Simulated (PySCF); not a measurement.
Compound: C₉H₇ClO.
Numbering: `[CH2:1]=[CH:2][c:3]1[cH:4][cH:5][c:6]([Cl:7])[c:8](=[O:9])[cH:10][cH:11]1` (hydrogens: H12, H13 on C1; H14 on C2; H15 on C4; H16 on C5; H17 on C10; H18 on C11)

Method: PBE0-D3(BJ)/def2-SVP geometry optimisation, gas phase (PySCF 2.14.0); density fitting, grid level 2; the optimiser is geomeTRIC in internal coordinates, started from a GFN2-xTB structure.

Step 0: E = -23985.6069 eV
```
atom  x, y, z in Å  |  force x, y, z in eV/Å
C1      2.0706   -1.6167    0.2887    0.146  -0.031  -0.003
C2      1.3079   -0.6443   -0.1980   -0.238   0.046   0.044
C3     -0.1411   -0.5210   -0.0395    0.064  -0.154  -0.050
C4     -0.8980   -1.6446    0.1773    0.081   0.246  -0.024
C5     -2.2859   -1.7697    0.3698    0.049   0.110   0.017
C6     -3.2627   -0.8219    0.3875   -0.453  -0.154   0.068
Cl7    -4.8721   -1.3693    0.6612   -0.061  -0.081   0.014
C8     -3.1960    0.6352    0.1991   -0.348   0.307   0.017
O9     -4.2147    1.3088    0.2447    0.169  -0.007  -0.019
C10    -1.9137    1.2796   -0.0459   -0.154  -0.003   0.024
C11    -0.6527    0.8074   -0.1480    0.012  -0.187   0.000
H12     1.6768   -2.4268    0.8789   -0.283  -0.445   0.351
H13     3.1349   -1.6225    0.1302    0.599   0.025  -0.142
H14     1.7789    0.1652   -0.7413    0.245   0.346  -0.218
H15    -0.3621   -2.5841    0.1957    0.199  -0.347  -0.024
H16    -2.6302   -2.7849    0.5278   -0.169  -0.306   0.051
H17    -2.0455    2.3496   -0.1630   -0.068   0.352  -0.037
H18     0.1097    1.5560   -0.3372    0.210   0.282  -0.071
```

Step 1: E = -23985.6528 eV
```
atom  x, y, z in Å  |  force x, y, z in eV/Å
C1      2.1029   -1.6274    0.2994    0.028  -0.072   0.049
C2      1.3318   -0.6449   -0.1798    0.029   0.072  -0.061
C3     -0.1278   -0.5250   -0.0455   -0.044   0.015   0.012
C4     -0.9001   -1.6413    0.1719    0.060  -0.067  -0.010
C5     -2.2998   -1.7602    0.3622   -0.075  -0.083   0.020
C6     -3.2968   -0.8239    0.3926    0.021   0.023  -0.019
Cl7    -4.9013   -1.3933    0.6624    0.064   0.064  -0.014
C8     -3.2185    0.6479    0.2217   -0.001  -0.062   0.038
O9     -4.2170    1.3399    0.3042   -0.075   0.006  -0.003
C10    -1.9262    1.2774   -0.0608   -0.001   0.053  -0.013
C11    -0.6583    0.8037   -0.1726    0.061   0.047  -0.003
H12     1.6952   -2.4573    0.8858    0.018   0.023  -0.024
H13     3.1834   -1.6237    0.1349   -0.029   0.005   0.004
H14     1.8180    0.1832   -0.7104   -0.018  -0.029   0.020
H15    -0.3683   -2.5973    0.1879   -0.026   0.026   0.005
H16    -2.6502   -2.7862    0.5115    0.014   0.028  -0.003
H17    -2.0608    2.3563   -0.1924    0.002  -0.030  -0.002
H18     0.0980    1.5682   -0.3849   -0.027  -0.020   0.003
```

Problem. Estimate the geometry and energy of step 2. (The exact step hangs on the optimiser's Hessian estimate; all steps are aligned on step 1, rigid shifts and turns removed.)

Solution. E = -23985.6531 eV, largest force 0.085 eV/Å
```
atom  x, y, z in Å  |  force x, y, z in eV/Å
C1      2.0953   -1.6312    0.3000    0.035   0.008  -0.007
C2      1.3313   -0.6430   -0.1813   -0.002  -0.005   0.012
C3     -0.1288   -0.5202   -0.0459   -0.021  -0.012  -0.002
C4     -0.8965   -1.6408    0.1715   -0.010  -0.002  -0.002
C5     -2.2962   -1.7656    0.3634   -0.018   0.011   0.005
C6     -3.2894   -0.8250    0.3932    0.035  -0.031   0.004
Cl7    -4.8957   -1.3817    0.6628    0.014  -0.026   0.000
C8     -3.2145    0.6455    0.2238   -0.039  -0.016  -0.010
O9     -4.2229    1.3244    0.3041    0.027   0.081  -0.007
C10    -1.9262    1.2834   -0.0611   -0.035  -0.007   0.012
C11    -0.6578    0.8100   -0.1728    0.011  -0.010   0.001
H12     1.6843   -2.4617    0.8812   -0.005   0.011  -0.001
H13     3.1755   -1.6307    0.1392    0.004   0.000  -0.003
H14     1.8211    0.1834   -0.7089    0.002  -0.004   0.007
H15    -0.3622   -2.5943    0.1878   -0.002   0.005  -0.003
H16    -2.6458   -2.7909    0.5135    0.001   0.005  -0.003
H17    -2.0649    2.3606   -0.1955    0.003  -0.001  -0.001
H18     0.0976    1.5737   -0.3869    0.002  -0.005  -0.002
```

The energy changes by -0.0004 eV. The first-order estimate −F·Δx gives -0.0029 eV and the mean of the old and new forces, exact on a quadratic surface, -0.0004 eV. The step makes an angle of 73° with the force vector and moves no atom by more than 0.017 Å.

The cost below is that of the whole optimisation. The run took 1.8 min wall on an Arm Neoverse V1 with one thread (shared host), and the process peaked at 0.89 GiB of memory.
